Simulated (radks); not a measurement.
The numbers below are computed, except where a source is named.
Spherical quantum dot in the effective-mass picture: electrons in a hard-walled sphere of radius 1.66, all in effective atomic units (hartree* = m*/eps^2 hartree, bohr* = eps/m* bohr), one dielectric constant everywhere. Level of theory: non-relativistic Kohn-Sham, PBE, spin-polarised, spherical densities (a radial shooting solver with Libxc functionals). Levels are named by radial order and angular momentum (1s, 1p, 1d, 2s, ...), and open shells are averaged over m.

N = 16, configuration 1s2 1p6 1d(up 5, down 3). This is the lowest configuration that the search found. Occupied and some empty levels:

| level | occupation | eigenvalue (hartree*) | <r> (bohr*) |
|---|---|---|---|
| 1s up | 1 | 14.835 | 0.9744 |
| 1s down | 1 | 14.901 | 0.9715 |
| 1p up | 3 | 16.163 | 1.069 |
| 1p down | 3 | 16.238 | 1.068 |
| 1d up | 5 | 18.139 | 1.132 |
| 1d down | 3 | 18.219 | 1.132 |
| 2s up | 0 | 20.365 | 0.7810 |
| 2s down | 0 | 20.398 | 0.7817 |
| 1f up | 0 | 20.676 | 1.180 |
| 1f down | 0 | 20.759 | 1.180 |
| 2p up | 0 | 23.812 | 0.8793 |
| 2p down | 0 | 23.859 | 0.8791 |

Energy (hartree*): total 169.651, kinetic 76.891, external 0, Hartree 106.95, exchange-correlation -14.190.

Electron density:

| r (bohr*) | n(r) (e/bohr*^3) |
|---|---|
| 0.0860 | 0.2602 |
| 0.210 | 0.3173 |
| 0.334 | 0.4347 |
| 0.458 | 0.6245 |
| 0.583 | 0.8873 |
| 0.707 | 1.198 |
| 0.831 | 1.494 |
| 0.955 | 1.685 |
| 1.08 | 1.672 |
| 1.20 | 1.401 |
| 1.33 | 0.9193 |
| 1.45 | 0.4033 |
| 1.58 | 0.06533 |
